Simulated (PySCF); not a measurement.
Isomers C7H10Cl2:

A. `C=CC/C=C(\C)C(Cl)Cl`
B. SMILES C(=C1CC(C)C1)C(Cl)Cl
C. `ClC=C1CCC(Cl)CC1`

Spectrum 1. ¹H NMR (500 MHz, computed): δ 6.15 (d, 1H), 5.79 (d, 1H), 3.01 (m, 1H), 2.97 (m, 1H), 2.40 (m, 1H), 2.33 (m, 1H), 2.25 (m, 1H), 1.18 (d, 3H). ¹³C{¹H} NMR (computed): δ 148.3 (C), 133.6 (CH), 82.1 (CH), 38.1 (CH2), 35.4 (CH2), 25.6 (CH), 24.5 (CH3).

Spectrum 2. ¹H NMR (500 MHz, computed): δ 6.21 (s, 1H), 5.83 (m, 1H), 5.65 (t, 1H), 5.46 (m, 1H), 5.33 (m, 1H), 2.92 (m, 2H), 2.16 (s, 3H). ¹³C{¹H} NMR (computed): δ 143.9 (C), 143.6 (CH), 134.2 (CH), 123.1 (CH2), 92.3 (CH), 39.1 (CH2), 12.2 (CH3).

Spectrum 3. ¹H NMR (500 MHz, computed): δ 5.94 (s, 1H), 4.41 (m, 1H), 2.98 (m, 1H), 2.92 (m, 1H), 2.60 (m, 1H), 2.06 (m, 1H), 2.06 (m, 1H), 1.96 (m, 1H), 1.63 (m, 1H), 1.61 (m, 1H). ¹³C{¹H} NMR (computed): δ 149.6 (C), 121.5 (CH), 64.1 (CH), 40.1 (CH2), 38.6 (CH2), 31.8 (CH2), 26.1 (CH2).

PySCF 2.14 calculation with NMR shieldings at PBE0/pcSseg-1/GIAO and structure optimised with GFN2-xTB; isolated molecule, one computed conformer, relativity neglected, averaged over atoms made equivalent by symmetry, fast rotation or ring inversion.

Chemical shifts δ = σref − σ; ¹H (σref 31.72), ¹³C (σref 186.93) against TMS, all at this level. Where no couplings were computed, multiplicities follow the n + 1 count of equivalent neighbours, and m marks all less simple cases (inequivalent or close neighbours, rings, F or P nearby). Shifts are as computed. Against solution values, carbons near 30 ppm lie about +3 ppm off and those near 130 ppm about +5 ppm; carbons on Cl a further +6 ppm. Of 1211 compounds with measured shifts, 218 miss one by over three times the rms of a fit or turn the order of signals round; such compounds aren't used in these exercises. Carbons bonded to Cl come out too deshielded.

Which spectrum belongs to which compound?

Results:

1–B, 2–A, 3–C.

- Spectrum 1 (B): 7 ¹³C signals; δC 148.3 is a fully substituted alkene carbon; δC 133.6 is an alkene CH.
- Spectrum 2 (A): 7 ¹³C signals; δC 143.9 is a fully substituted alkene carbon; δC 143.6 is an alkene CH.
- Spectrum 3 (C): 7 ¹³C signals; δC 149.6 is a fully substituted alkene carbon; δC 121.5 is an alkene CH.
